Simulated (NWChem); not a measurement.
# CH6BOP; SMILES PBOC

```xyz
10

B     -0.9915     0.0150     0.0041
H     -2.1964    -0.1614    -0.0322
O     -0.5846     1.3078    -0.0244
C      0.7821     1.6981    -0.0223
H      1.3835     1.0904    -0.7335
H      0.8391     2.7621    -0.3237
H      1.2210     1.5928     0.9928
P      0.2081    -1.5028    -0.0857
H     -0.5713    -2.3614     0.7580
H      1.1439    -1.1073     0.9324
```
Atoms are numbered in this order, from 1.

Computed with NWChem. Medium grid unless said otherwise, to which SCAN and Minnesota functionals are sensitive. Geometry: optimised at PBE-D3(BJ)/def2-SVP. Hybrids' shares of exact exchange are those that their runs print; pure functionals count as 0. The functionals differ in more than this share.

| row | share of exact exchange | orbital gap (eV) |
|---|---|---|
| PBE/def2-SVP | 0.00 | 4.63 |
| BLYP/def2-SVP | 0.00 | 4.64 |
| B3LYP/def2-SVP | 0.20 | 6.34 |
| M06-2X/def2-SVP | 0.54 | 8.79 |
| Hartree-Fock/def2-SVP | 1.00 | withheld |

### Question
Fit a straight line of the last column on the one before it, predict the withheld value, and compare with the run.

### Answer

1. Means of the 4 shown rows: x = 0.185, y = 6.100. Slope Σ(x − x̄)(y − ȳ)/Σ(x − x̄)² = 1.501/0.1947 = 7.707; intercept 4.674.
2. The shown rows scatter about the line by 0.072 (root mean square); the largest residual is +0.12, at B3LYP/def2-SVP.
3. At x = 1.00 (Hartree-Fock/def2-SVP; beyond the shown range) the line gives 12.38.
4. The run gives 13.05, +0.67 from the line, 9.3 times the scatter.
